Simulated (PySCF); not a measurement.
Isomers of H9ClSi4. Gas-phase values, no solvent. One relaxed conformer stands for each flexible species; it need not be the lowest. Strings in code marks are SMILES.

The S1–T1 gap (TDA) from two functionals at the same geometries (B3LYP-D3(BJ)/def2-TZVP), both in PySCF: PBE-D3(BJ)/def2-TZVP and B3LYP-D3(BJ)/def2-TZVP. B3LYP has the VWN-RPA correlation part, as in Gaussian. Excitations are Tamm–Dancoff values on a coarser integration grid. The basis has no diffuse functions, so Rydberg states are missing or too high.

```csv
species,PBE-D3(BJ)/def2-TZVP (eV),B3LYP-D3(BJ)/def2-TZVP (eV)
`[SiH3][Si]([SiH3])([SiH3])Cl`,0.48,0.53
`[SiH3][SiH2][Si@@H]([SiH3])Cl` (Si–Si–Si–Cl torsion 52°),0.56,0.59
`[SiH2](Cl)[SiH]([SiH3])[SiH3]` (Si–Si–Si–Cl torsion 171°),0.59,0.63
```

Over these rows, drawn at random from the members with no instability flagged (it was tested for open shells, ions and some series alone), PBE minus B3LYP-D3(BJ): mean -0.04 eV, from -0.04 eV to -0.04 eV.
